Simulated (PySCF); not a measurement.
PySCF 2.14 output of an unrestricted PBE0 calculation on a single atom or ion in ANO-RCC-VTZP, with scalar relativity by spin-free X2C-1e:

```
SCF conv_tol = 1e-09
number electrons alpha = 23  beta = 22
    C. Adamo and V. Barone.,  J. Chem. Phys. 110, 6158 (1999)
    M. Ernzerhof and G. E. Scuseria.,  J. Chem. Phys. 110, 5029 (1999)
cycle= 1 E= -5591.13472986224  delta_E= -0.00775  |g|= 0.0228  |ddm|= 0.0564
cycle= 2 E= -5591.13478476524  delta_E= -5.49e-05  |g|= 0.00301  |ddm|= 0.00564
cycle= 3 E= -5591.13478581207  delta_E= -1.05e-06  |g|= 0.00023  |ddm|= 0.000834
cycle= 4 E= -5591.13478584258  delta_E= -3.05e-08  |g|= 0.000134  |ddm|= 0.000274
cycle= 5 E= -5591.13478584598  delta_E= -3.41e-09  |g|= 2.31e-05  |ddm|= 5.11e-05
cycle= 6 E= -5591.13478584626  delta_E= -2.82e-10  |g|= 1.14e-06  |ddm|= 2.89e-05
converged SCF energy = -5591.13478584626  <S^2> = 0.75062027  2S+1 = 2.0006202
```

The run itself started from symmetry-adapted Hartree-Fock orbitals and held the occupation by maximum overlap, on a logarithmic radial grid, so the iterations belong to that start.

Problem. Which element, charge and spin multiplicity is this?

Solution. Cd³⁺ (cadmium, charge +3), multiplicity 2; the state was [Kr] 4d9, 2D determinant.
